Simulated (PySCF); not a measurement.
**State search for AlTe**

Unrestricted PBE0; PySCF, spin-free X2C with a Gaussian nucleus, basis sets Al x2c-SVPall, Te x2c-SVPall. Outer shells of the fragments: Al 3s2 3p1; Te 4d10 5s2 5p4.

Followed along the bond (rough minima from three points):

```json
{"2Ms+1": "2", "unpaired": "σ ↑", "⟨S²⟩ at the start": "0.76", "R at minimum (Å)": "2.37", "Te (eV)": "0.00"}
{"2Ms+1": "2", "unpaired": "π ↑", "⟨S²⟩ at the start": "0.75", "R at minimum (Å)": "2.63", "Te (eV)": "0.29"}
{"2Ms+1": "4", "unpaired": "σ ↑, π ↑↑", "⟨S²⟩ at the start": "3.76", "R at minimum (Å)": "2.60", "Te (eV)": "2.30"}
```

Solutions found at the starting distance of 2.515 Å, counted from the lowest of them; the search is not exhaustive and high or unbound solutions are not listed, so other states can lie among these:

```json
{"2Ms+1": "2", "unpaired": "σ ↑", "term": "²Σ⁺", "E (eV)": "0.00", "⟨S²⟩": "0.76", "⟨Lz²⟩": "0.00", "μ (D)": "-2.97"}
{"2Ms+1": "2", "unpaired": "π ↑", "term": "²Π", "E (eV)": "0.21", "⟨S²⟩": "0.75", "⟨Lz²⟩": "1.01", "μ (D)": "-0.28"}
{"2Ms+1": "4", "unpaired": "σ ↑, π ↑↑", "term": "mixed", "E (eV)": "2.20", "⟨S²⟩": "3.76", "⟨Lz²⟩": "2.01", "μ (D)": "-0.05"}
{"2Ms+1": "4", "unpaired": "σ ↑, π ↑↑", "term": "mixed", "E (eV)": "2.43", "⟨S²⟩": "3.75", "⟨Lz²⟩": "2.01", "μ (D)": "-0.21"}
{"2Ms+1": "2", "unpaired": "σ ↑, π ↑↓", "term": "mixed", "E (eV)": "2.57", "⟨S²⟩": "1.76", "⟨Lz²⟩": "2.01", "μ (D)": "-0.35"}
{"2Ms+1": "2", "unpaired": "σ ↑, π ↑↓", "term": "mixed", "E (eV)": "2.91", "⟨S²⟩": "1.77", "⟨Lz²⟩": "2.01", "μ (D)": "0.39"}
{"2Ms+1": "2", "unpaired": "π ↑", "term": "²Π", "E (eV)": "3.19", "⟨S²⟩": "0.85", "⟨Lz²⟩": "1.01", "μ (D)": "-2.65"}
{"2Ms+1": "4", "unpaired": "π ↑↑↑", "term": "⁴Π", "E (eV)": "3.79", "⟨S²⟩": "3.76", "⟨Lz²⟩": "1.01", "μ (D)": "4.93"}
{"2Ms+1": "4", "unpaired": "σ ↑↑, π ↑", "term": "⁴Π", "E (eV)": "4.84", "⟨S²⟩": "3.75", "⟨Lz²⟩": "1.01", "μ (D)": "0.45"}
{"2Ms+1": "4", "unpaired": "σ ↑↑, π ↑", "term": "⁴Π", "E (eV)": "4.98", "⟨S²⟩": "3.77", "⟨Lz²⟩": "1.00", "μ (D)": "-1.49"}
```

A term symbol is given only where ⟨S²⟩ and ⟨Lz²⟩ are close to those of a pure state; real π, δ and φ orbitals otherwise mix terms. A positive dipole means Al(−)Te(+).

Q: Compare the gap between the two lowest followed solutions at the starting distance with the gap between their minima.

A: At PBE0 the second solution (doublet, unpaired electrons π ↑) lies +0.21 eV from the first (doublet, unpaired electrons σ ↑) at 2.515 Å and +0.29 eV at the minima; the two curves relax by different amounts, since their minima lie near 2.63 and 2.37 Å.

Spin–orbit coupling is left out. Counting both spins, an empty level lies below a filled one in some of these solutions, because spin and occupation are held.
